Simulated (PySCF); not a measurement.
Cs(Br) anion (BrCs), SMILES [Br][Cs] (connectivity only; charge and spin as stated), charge -1, multiplicity 2.

Geometry: B3LYP-D3(BJ)/def2-TZVPD. The multiplicity is an assumed one; other spin states were not compared. The def2 effective core potentials stand for the cores of Cs; spin–orbit coupling is left out.

Method: C-PCM-PBE0/def2-TZVPD (PySCF).

The values are the electrostatic part of the solvation free energy, E(continuum) − E(gas) at the gas-phase geometry, in a cavity of scaled van der Waals radii (PySCF's table); cavitation and dispersion terms are not included. A continuum can't describe solvent molecules that bind to the metal.

```
solvent            ε  ΔG(elec) (kcal/mol)
-------------  -----  -------------------
water          78.36                -42.8
acetone        20.49                -41.1
cyclohexanone  15.62                -40.4
```
